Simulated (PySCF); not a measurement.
Input of a run (PBE0-D3(BJ)/def2-SVP geometry optimisation, gas phase (PySCF 2.14.0)), started from a GFN2-xTB structure with every atom displaced at random (by about 0.01 Å):
```
{"job": {"xc": "PBE0", "basis": "def2-SVP", "d3": "d3bj", "grid": 1, "shake": 0.01, "kind": "geom"}, "charge": 0, "multiplicity": 1}
C     -1.229020     0.928700    -1.453490
C     -1.014680     0.365300    -0.298950
C     -0.036510    -0.711350    -0.114050
Cl    -0.744440    -2.102940     0.729300
Ge     1.460260    -0.223300     1.118000
H     -0.745420     0.658060    -2.361810
H     -1.949620     1.755660    -1.551980
H     -1.520320     0.682730     0.592440
H      0.342330    -1.078840    -1.043820
H      2.277550     0.907830     0.583410
H      2.321460    -1.413090     1.353950
H      0.878090     0.202970     2.437970
```

Output (energies in Eh, forces in Eh/bohr):
```
step   0  E = -2654.64721393  max force = 0.036266
step   1  E = -2654.65436132  max force = 0.005876
step   2  E = -2654.65472628  max force = 0.002397
step   3  E = -2654.65466858  max force = 0.002718
step   4  E = -2654.65480057  max force = 0.000375
step   5  E = -2654.65480484  max force = 0.000375
optimisation converged
```

Problem. Summarise the run.

Solution. The energy falls by 19.9 kJ/mol over 6 energy and gradient evaluations, the largest force component goes from 0.0363 to 3.8e-04 Eh/bohr, and the atoms move by 0.074 Å rms after alignment. The bond that changes most is Ge5–H11 (ends: germanium bonded to C and 3 H; Ge–H hydrogen), which lengthens by 0.049 Å. Bonds longer at the end by more than 0.005 Å: 9 of 11; shorter: 2. Among the angles that change most is Cl4–C3–Ge5, from 101.4° to 107.0°. The energy rose by more than 1e-6 Eh at step 3. The first step brought 94 % of the lowering.

Problem. What are the final bond lengths?

Solution. C1=C2 1.335 Å, C2–C3 1.485 Å, C3–Cl4 1.810 Å, C3–Ge5 1.980 Å, C1–H6 1.095 Å, C1–H7 1.093 Å, C2–H8 1.097 Å, C3–H9 1.100 Å, Ge5–H10 1.541 Å, Ge5–H11 1.537 Å, Ge5–H12 1.537 Å. Numbering counts from 1 in the input's order; the species is `C(=C)[C@H](Cl)[GeH3]`.

The run used 127 basis functions and 40 SCF cycles in all. Time: 47 s; peak memory 0.51 GiB. Hardware: one thread of an Arm Neoverse V1, no GPU (shared host).

No PBE0-D3(BJ)/def2-SVP frequencies stand behind this structure, so it isn't proved a minimum. The numbers are those of one conformer.

The values belong to the conformer `[CH2:1]=[CH:2][C@H:3]([Cl:4])[GeH3:5]`: C1–C2–C3–Cl4 -128°.
